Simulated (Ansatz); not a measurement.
`BN(B)CC=C` + `F[SiH](Cl)Cl` → `C=C[Si](F)(Cl)Cl` + `BN(B)C` at 600 K and 1 bar (formal exchange of groups at a C–C bond).

Calculated with Ansatz (gas phase, PBE0-D4/def2-TZVP geometries, no zero-point term in ΔE). CCSD(T)/CBS is the MP2 limit (def2-TZVPP, def2-QZVPP) plus CCSD(T) − MP2 in def2-TZVPP, frozen cores. This one scheme is used for every species. One conformer a species, not always the lowest.

| species | CCSD(T)/CBS energy (Eh) | H − E (kJ/mol) | S (J/(mol·K)) |
| --- | --- | --- | --- |
| `BN(B)CC=C` | -223.88296 | 391.0 | 456.2 |
| `F[SiH](Cl)Cl` | -1309.19911 | 80.8 | 368.7 |
| `C=C[Si](F)(Cl)Cl` | -1386.50243 | 193.0 | 459.7 |
| `BN(B)C` | -146.59307 | 283.7 | 386.4 |

H − E and S are ideal-gas, rigid-rotor, harmonic terms from PBE0-D4/def2-TZVP, for one conformer and one mirror image of each species. 1 Eh = 2625.50 kJ/mol, R = 8.31446 J/(mol·K).

Task: By hand: ΔE, ΔH, ΔS and ΔG.

Result: ΔE = (-1386.50243) + (-146.59307) − (-223.88296) − (-1309.19911) = -0.01343 Eh = -35.3 kJ/mol. Δ(H − E) = 193.0 + 283.7 − 391.0 − 80.8 = 4.9, so ΔH = -30.4 kJ/mol. ΔS = 459.7 + 386.4 − 456.2 − 368.7 = 21.2 J/(mol·K). ΔG = -30.4 − 600 × (21.2)/1000 = -43.1 kJ/mol.

Task: By hand: the equilibrium constant, and the temperature at which ΔG would vanish if ΔH and ΔS stayed fixed.

Result: log₁₀ K = −ΔG/(RT ln 10) = 3.8. ΔH and −TΔS have one sign here, so there is no such temperature.

TΔS isn't small against ΔH here. A doubt of 5 kJ/mol in ΔE shifts log₁₀ K by 0.4 here. Other conformers and mirror images would add mixing entropy, several J/(mol·K) or more a flexible species. Modes under 60 cm⁻¹, often nearly free rotors, make the harmonic entropy too high. These are equilibria of isolated gas molecules and say nothing of rates. Largest T1 diagnostic: 0.012 (customary marks: 0.02 for closed shells, 0.045 for open ones).
